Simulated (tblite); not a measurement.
A tight-binding relaxation on `C([C@H](B)C[C@H]([SiH3])F)C[SiH3]`.

Computed with GFN2-xTB geometry optimisation, gas phase (tblite 0.8.0). Start geometry: from a force field or distance geometry. The command runs a driver script over a list of jobs; the input below is this job's line of settings and its coordinates in Å.

Command:
```bash
OMP_NUM_THREADS=1 python probes_run.py task.json out
```

Input:
```
{"job": {"kind": "relax", "xc": "GFN2-xTB", "basis": "xTB"}, "charge": 0, "multiplicity": 1}
B      0.087300    -1.517400     1.326900
C      0.036700    -0.509900     0.059600
C     -1.287400     0.253800     0.027200
C     -2.491800    -0.645400    -0.303800
Si    -4.075300     0.340600    -0.403500
C      1.222400     0.476200     0.119600
C      2.590300    -0.201200    -0.090500
F      2.641900    -0.804900    -1.325700
Si     3.982300     1.047300     0.020100
H     -0.004100    -1.090700     2.431900
H      0.182400    -2.679900     1.154100
H      0.123400    -1.124300    -0.857100
H     -1.472600     0.780700     1.002600
H     -1.233600     1.033500    -0.773200
H     -2.332800    -1.159200    -1.264000
H     -2.627000    -1.414200     0.512500
H     -3.944500     1.348900    -1.475000
H     -5.196600    -0.563900    -0.716400
H     -4.322700     1.020900     0.877300
H      1.226400     1.016800     1.103200
H      1.097000     1.244500    -0.675100
H      2.766500    -0.967300     0.698200
H      3.967500     1.695100     1.356900
H      5.259300     0.365000    -0.184300
H      3.794000     2.079000    -1.016800
```

Output:
```
step      E/eV     max force
  0    -769.01942    1.443
  1    -769.14473    0.663
  2    -769.19626    0.434
  3    -769.21655    0.271
  4    -769.22638    0.153
  5    -769.23083    0.150
  6    -769.23539    0.172
  7    -769.23887    0.142
  8    -769.24125    0.110
  9    -769.24284    0.086
... (73 lines left out)
 83    -769.27137    0.012
 84    -769.27141    0.016
 85    -769.27145    0.016
 86    -769.27149    0.013
 87    -769.27152    0.011
 88    -769.27155    0.015
 89    -769.27160    0.015
 90    -769.27164    0.016
 91    -769.27168    0.011
 92    -769.27170    0.008
```

«max force» is the largest atomic force in eV/Å.

**Question.** From which step on does the largest force stay under 0.1 eV/Å, and how much energy is left to gain from there?

**Answer.** From step 32 (0.077 eV/Å), 11.6 meV above the end.

Summary of the converged run: energy lowered by 5.8 kcal/mol over 92 steps; largest atomic force 0.008 eV/Å at the end.

**Question.** How long does this job take on AMD EPYC, one thread, on a shared host?

**Answer.** About 3.3 s.
Labels such as C1 count atoms from 1, the log's own numbers from 0.
